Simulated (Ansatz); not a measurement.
Input file for Ansatz (a first-principles code): R-CCSD(T)/cc-pV(Q+d)Z on S4 (SMILES S=S(=S)=S). The basis file is the Basis Set Exchange's JSON of that set.

Ansatz 0.2 input:
```yaml
crystal:
  periodic: [false, false, false]
  atoms:
    - {symbol: S, position_ang: [-0.00000791, 0.00000000, -0.00000000]}
    - {symbol: S, position_ang: [1.91226118, -0.00000000, 0.00000000]}
    - {symbol: S, position_ang: [-0.95612664, 1.65608325, 0.00000000]}
    - {symbol: S, position_ang: [-0.95612664, -1.65608325, 0.00000000]}
basis:
  gaussian:
    orbitals: cc-pV_Q+d_Z.json
magnetization: {spin_polarized: false}
correlation: {method: ccsd_t, electrons: outside_noble_gas}
scf: {lower_state_search: off}
```

Output:

```
WARN ansatz: RAYON_NUM_THREADS=4 ignored (pool sized by the plan → 4); use --threads N
Functional definition: HF
these checks for a lower state are left out or cut short: stability, starts, cluster_reference, orbital_swaps, neighbouring_geometries, increment
integrals: 1.71 GiB planned
1587 factors; integrals over basis functions are off by at most 4.2e-4 eV
mean field: 1.16 GiB planned
mean field evaluation 1: about -43266.2068 eV, gradient 3.3e1 eV
mean field evaluation 2: about -43266.6035 eV, gradient 3.4e1 eV
mean field evaluation 4: about -43269.7354 eV, gradient 2.7e0 eV
mean field evaluation 8: about -43269.7973 eV, gradient 1.6e-1 eV
mean field evaluation 16: about -43269.7976 eV, gradient 2.1e-6 eV
mean field -43269.79762456 eV, -1590.1357333804 hartree, gradient 2.1e-6 eV, S^2 0.000000; 0 other end points of the search recorded, 0 dependent functions left out
20 core orbitals not correlated
reference -43269.79762456 eV, -1590.1357333804 hartree; 12, 12 occupied and 224, 224 virtual orbitals, 1587 factors
second order -21.17855278 eV of doubles, -0.00000000 eV of singles
coupled cluster: 2.59 GiB planned
cycle   1  -20.75478974 eV  change    4.2e-1 eV  update   1.5e-1
cycle   2  -21.44996943 eV  change   -7.0e-1 eV  update   5.6e-2
cycle   3  -21.63266390 eV  change   -1.8e-1 eV  update   2.4e-2
cycle   4  -21.61094820 eV  change    2.2e-2 eV  update   7.3e-3
cycle   5  -21.60874021 eV  change    2.2e-3 eV  update   3.7e-3
cycle   6  -21.60842905 eV  change    3.1e-4 eV  update   8.4e-4
cycle   7  -21.60794599 eV  change    4.8e-4 eV  update   3.3e-4
cycle   8  -21.60800161 eV  change   -5.6e-5 eV  update   7.3e-5
cycle   9  -21.60806617 eV  change   -6.5e-5 eV  update   2.5e-5
cycle  10  -21.60804802 eV  change    1.8e-5 eV  update   7.5e-6
perturbative correction -1.57291620 eV, -0.0578036040 hartree
Total energy: -43292.97858878 eV, -1590.9876181028 hartree
Checks for a lower state left out: stability, starts, cluster_reference, orbital_swaps, neighbouring_geometries, increment
```

The run converged.

Cost: very roughly 70 core-seconds.
